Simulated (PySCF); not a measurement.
F²⁺ (fluorine, charge +2) across methods

[He] 2s2 2p3, high-spin 4S determinant. Calculation: PySCF 2.14, in aug-cc-pVTZ (5s4p3d2f, 46 functions); no relativity, point nucleus.

| method | E (hartree) | mean ε 2s α (eV) | mean ε 2s β (eV) | mean ε 2p α (eV) | Σ⟨r²⟩ (bohr²) | ⟨S²⟩ |
| --- | --- | --- | --- | --- | --- | --- |
| revPBE | -97.7868 | -70.456 | -63.258 | -51.536 | 5.060 | 3.751 |
| wB97X-V | -97.7922 | -77.080 | -68.698 | -57.053 | 5.052 | 3.752 |
| r2SCAN0 | -97.7910 | -76.700 | -65.622 | -55.707 | 5.012 | 3.753 |
| PBE0 | -97.7346 | -74.997 | -65.606 | -54.808 | 5.039 | 3.752 |
| M06-2X | -97.8004 | -78.175 | -68.495 | -57.564 | 5.034 | 3.752 |
| r2SCAN | -97.7880 | -72.821 | -63.395 | -52.797 | 5.022 | 3.752 |
| PBE | -97.7143 | -70.384 | -63.245 | -51.559 | 5.064 | 3.751 |
| LDA | -97.1482 | -69.884 | -63.085 | -51.584 | 5.084 | 3.751 |
| UHF | -97.60377 | -88.115 | -70.783 | -63.855 | 5.000 | 3.754 |
